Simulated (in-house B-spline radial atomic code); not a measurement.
A run on H⁻ that did not converge. Method: non-relativistic TPSSh, spin-polarised, spherical fractional occupations, exact exchange averaged over the configuration, point nucleus; computed with a B-spline radial code for spherical atoms.

Command:
```bash
python run_scf.py task.json out
```
Settings:
```
Z                1
configuration    1s2
hamiltonian      nr
method           tpssh
spin_polarised   True
exact_exchange   averaged over the configuration
```

First and last ten iterations of the last attempt (damped for 15 steps, keeping 80 % of the old Fock matrix, then DIIS):
```
 iter        energy (Eh)    residual
    1          -0.420475    2.54e-02
    2          -0.033383    1.80e-03
    3           0.875385    9.41e-02
    4           0.874186    9.41e-02
    5           0.872722    9.41e-02
    6           0.870943    9.41e-02
    7           0.868784    9.41e-02
    8           0.866161    9.41e-02
    9          47.484020    1.73e+00
   10          46.991811    1.71e+00
  111          20.352014    6.92e-01
  112          20.307890    6.90e-01
  113          25.884765    2.13e+00
  114          44.210659    2.13e+00
  115        4971.638518    4.86e+00
  116          35.678870    2.19e+00
  117        5887.846792    4.69e+00
  118        5944.538855    4.62e+00
  119          49.198405    2.20e+00
  120          49.186829    2.20e+00
 not converged after 120 iterations
```

The smallest residual met was 1.8e-03; the threshold is about 1e-07. No energy from this run should be used. Cost of the run: 1 s on 1 thread of Arm Neoverse V1, with other jobs on the host.
